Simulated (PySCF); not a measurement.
Electronic structure of Xe⁺ (xenon, charge +1) at the PBE level

Configuration: [Kr] 4d10 5s2 5p5, 2P determinant. All numbers are calculated (PySCF 2.14, the spin-free X2C one-electron Hamiltonian (Gaussian nucleus), in x2c-SVPall (6s5p3d, 36 functions)).

| Quantity | Value |
| --- | --- |
| Total energy | -7444.73 hartree |
| One-electron energy | -10175.01 hartree |
| Hartree (Coulomb) energy | 2918.38 hartree |
| Exchange-correlation energy | -188.11 hartree |
| ⟨S²⟩ | 0.7508 |
| ⟨L²⟩ | 2.006 |
| Sum of ⟨r⟩ | 35.57 bohr |
| Sum of ⟨r²⟩ | 51.13 bohr² |
| Traceless quadrupole moment −½Σ⟨3z² − r²⟩ along its main axis | 2.14 e·bohr² |
| Langevin diamagnetic susceptibility | -40.5 ×10⁻⁶ cm³/mol |
| Time after the integrals | 0.51 s of wall time on 1 thread of Neoverse-V1 (shared host) |

| shell | electrons | mean orbital energy (hartree) | spread (hartree) | rms radius, mean of both spins (bohr) |
| --- | --- | --- | --- | --- |
| 1s α | 1 | -1260.81731 | 0 | 0.0305 |
| 1s β | 1 | -1260.81589 | 0 | 0.0305 |
| 2s α | 1 | -196.55685 | 0 | 0.124 |
| 2s β | 1 | -196.55610 | 0 | 0.124 |
| 2p α | 3 | -176.62748 | 0.00456 | 0.111 |
| 2p β | 3 | -176.62621 | 0.00261 | 0.111 |
| 3s α | 1 | -40.53485 | 0 | 0.327 |
| 3s β | 1 | -40.53354 | 0 | 0.327 |
| 3p α | 3 | -34.07430 | 0.01106 | 0.327 |
| 3p β | 3 | -34.07280 | 0.00887 | 0.327 |
| 3d α | 5 | -24.39946 | 0.00982 | 0.305 |
| 3d β | 5 | -24.39801 | 0.00781 | 0.305 |
| 4s α | 1 | -7.63662 | 0 | 0.762 |
| 4s β | 1 | -7.63334 | 0 | 0.762 |
| 4p α | 3 | -5.58328 | 0.02747 | 0.815 |
| 4p β | 3 | -5.57990 | 0.02242 | 0.815 |
| 4d α | 5 | -2.56673 | 0.03028 | 0.950 |
| 4d β | 5 | -2.56163 | 0.02266 | 0.950 |
| 5s α | 1 | -1.08465 | 0 | 1.94 |
| 5s β | 1 | -1.05539 | 0 | 1.94 |
| 5p α | 3 | -0.64052 | 0.04783 | 2.35 |
| 5p β | 2 | -0.61091 | 0 | 2.35 |

Densities and radii are taken from the X2C orbitals without a picture-change correction, which distorts them close to the nucleus.
